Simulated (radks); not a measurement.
Question: Eu35+, 28 electrons, occupied as [Ar] 3d8 4f2 (not the ground configuration). All-electron calculation, Dirac Kohn-Sham, LDA (Slater exchange, Perdew-Wang correlation), spin-unpolarised, spherical densities, finite nucleus; open shells fill j = l - 1/2 first; Fermi nuclear charge, rms radius 5.1115 fm. Program: a radial shooting solver on a logarithmic mesh with Libxc functionals. Some entries of the table are withheld. Estimate them.

orbital  occ.  eigenvalue (eV)  <1/r> (bohr^-1)  <r> (bohr)
1s1/2       2        -49839.29            70.17     0.02233
2s1/2       2        -9451.490            16.77     0.09434
2p1/2       2        -9059.969              (1)     0.07880
2p3/2       4        -8407.977              (2)     0.08546
3s1/2       2        -3136.440            6.287      0.2425
3p1/2       2              (3)            6.215      0.2312
3p3/2       4              (4)            5.737      0.2429
3d3/2       4              (5)            5.623      0.2132
3d5/2       4              (6)            5.503      0.2168
4s1/2       0        -1507.673            3.065      0.4852
4p1/2       0              (7)            3.009      0.4821
4p3/2       0              (8)            2.849      0.4986
4d3/2       0        -1280.878            2.749      0.4854
4d5/2       0        -1270.483            2.710      0.4901
4f5/2       2        -1148.088              (9)      0.4525
4f7/2       0        -1145.218             (10)      0.4545
5f5/2       0        -720.4181            1.570      0.8206
5f7/2       0        -718.9321            1.563      0.8229

Answer: 
(1) 2p1/2 <1/r> (bohr^-1): 16.75
(2) 2p3/2 <1/r> (bohr^-1): 14.87
(3) 3p1/2 eigenvalue (eV): -2971.570
(4) 3p3/2 eigenvalue (eV): -2828.976
(5) 3d3/2 eigenvalue (eV): -2552.884
(6) 3d5/2 eigenvalue (eV): -2520.775
(7) 4p1/2 eigenvalue (eV): -1438.625
(8) 4p3/2 eigenvalue (eV): -1391.974
(9) 4f5/2 <1/r> (bohr^-1): 2.525
(10) 4f7/2 <1/r> (bohr^-1): 2.512
